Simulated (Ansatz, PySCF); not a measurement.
C4H11InO (SMILES CC[O][In]([CH3])[CH3]), singlet, geometry from GFN2-xTB (such geometries of metal compounds can be far from the true shape) (all electrons, no relativity). Base run: CASSCF(4,4)/STO-3G in PySCF.

The PySCF input:
```python
from pyscf import gto, scf, mcscf
import numpy

mol = gto.Mole()
mol.atom = '''
    In   -0.03661707    0.61358463   -0.09050781
    C     1.21198687    1.89503136   -1.42511511
    H     2.14085359    1.35137386   -1.57424848
    H     1.40156535    2.85452629   -0.95037441
    H     0.70689334    2.04945644   -2.37543439
    C    -1.93518543    0.69418553    1.12437587
    H    -1.85291796   -0.04134778    1.92217631
    H    -2.78529089    0.45706696    0.48838883
    H    -2.06094078    1.68824053    1.54337530
    O     1.03997641   -1.06470058    0.12461775
    C     0.65862716   -2.26992761    0.70960900
    C    -0.52864798   -2.92110517    0.00297888
    H     1.52421474   -2.94698124    0.65470031
    H     0.41228104   -2.13434899    1.77532603
    H    -0.28882304   -3.07426931   -1.04730328
    H    -0.76571730   -3.87906139    0.46073654
    H    -1.39837631   -2.26180203    0.06950569
'''
mol.basis = 'sto-3g'
mol.verbose = 4
mol.build()

mf = scf.RHF(mol)
mf.kernel()
mc = mcscf.CASSCF(mf, 4, 4)
mc.fix_spin_(ss=0.0)
mc.kernel()
occ = numpy.linalg.eigvalsh(mc.fcisolver.make_rdm1(mc.ci, mc.ncas, mc.nelecas))[::-1]
ss = mc.fcisolver.spin_square(mc.ci, mc.ncas, mc.nelecas)[0]
print('natural occupations', occ.round(4), ' <S^2>', round(ss, 4))
```

Programs used: Ansatz (an electronic-structure program), PySCF; a row that names a program was run with it.

Variants of this job, named by their change:

```json
[
 {"change": "base", "ΔE vs base (mEh)": "0.000", "natural occupations": "1.98 1.97 0.03 0.02", "<S^2> of the state": "0.00", "outcome": "converged"},
 {"change": "conv_tol = 1e-5", "ΔE vs base (mEh)": "12.312", "natural occupations": "1.98 1.97 0.03 0.02", "<S^2> of the state": "0.00", "outcome": "converged"},
 {"change": "active space = 2 electrons, 4 orbitals", "ΔE vs base (mEh)": "26.063", "natural occupations": "1.98 0.02 0.00 0.00", "<S^2> of the state": "0.00", "outcome": "converged"},
 {"change": "state_average = 2 states", "ΔE vs base (mEh)": "24.118", "natural occupations": "-", "<S^2> of the state": "-", "outcome": "converged"},
 {"change": "solver = newton", "ΔE vs base (mEh)": "0.000", "natural occupations": "1.98 1.97 0.03 0.02", "<S^2> of the state": "0.00", "outcome": "converged"},
 {"change": "correction = SC-NEVPT2", "ΔE vs base (mEh)": "-247.0", "natural occupations": "1.98 1.97 0.03 0.02", "<S^2> of the state": "0.00", "outcome": "converged"},
 {"change": "active space = 8 electrons, 6 orbitals", "ΔE vs base (mEh)": "-", "natural occupations": "-", "<S^2> of the state": "-", "outcome": "not converged"},
 {"change": "code = ansatz; correction = SC-NEVPT2, all electrons", "ΔE vs base (mEh)": "-247.0", "natural occupations": "-", "<S^2> of the state": "-", "outcome": "converged"},
 {"change": "orbitals = fixed (CASCI); correction = SC-NEVPT2", "ΔE vs base (mEh)": "-243.9", "natural occupations": "2.00 2.00 0.00 0.00", "<S^2> of the state": "0.00", "outcome": "converged"},
 {"change": "orbitals = fixed (CASCI)", "ΔE vs base (mEh)": "36.399", "natural occupations": "2.00 2.00 0.00 0.00", "<S^2> of the state": "0.00", "outcome": "converged"},
 {"change": "active space = 8 electrons, 8 orbitals", "ΔE vs base (mEh)": "-19.923", "natural occupations": "1.98 1.97 1.96 1.96 0.05 0.03 0.03 0.02", "<S^2> of the state": "0.00", "outcome": "converged"}
]
```

Active orbitals are taken around the Fermi level unless the row says otherwise; CASSCF can end in different local minima, and two programs can end on different orbitals. State-averaged rows give the lowest state.
